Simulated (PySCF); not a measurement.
**Gas-phase thermal properties of B(OCH₃)₃**

Computed with PySCF and rigid-rotor harmonic-oscillator thermochemistry at 1 bar. 6-31G* has spherical d functions here. All species are closed-shell singlets. B3LYP is the form with VWN-RPA correlation. The harmonic model lacks anharmonicity and excited electronic states, which grow with temperature; levels with a mode under 35 cm⁻¹ are left out. Internal rotation in B(OCH₃)₃ is treated as a harmonic vibration of one conformer, which makes the entropy rough.

```json
[
 {"level": "B3LYP/6-31G*", "point group": "C3h", "σ": "3", "ZPE (kJ/mol)": "351.2", "S°298 (J/mol/K)": "407.1", "Cp298 (J/mol/K)": "133.3", "S°1000 (J/mol/K)": "650.7", "H1000 − H298 (kJ/mol)": "151.8"},
 {"level": "HF/6-31G*", "point group": "C3h", "σ": "3", "ZPE (kJ/mol)": "377.0", "S°298 (J/mol/K)": "383.3", "Cp298 (J/mol/K)": "127.3", "S°1000 (J/mol/K)": "615.6", "H1000 − H298 (kJ/mol)": "145.0"},
 {"level": "PBE0/def2-TZVP", "point group": "C3h", "σ": "3", "ZPE (kJ/mol)": "349.9", "S°298 (J/mol/K)": "398.2", "Cp298 (J/mol/K)": "133.4", "S°1000 (J/mol/K)": "642.8", "H1000 − H298 (kJ/mol)": "152.4"}
]
```
σ: rotational symmetry number. Electronic degeneracy used: 1. Frequencies are unscaled.
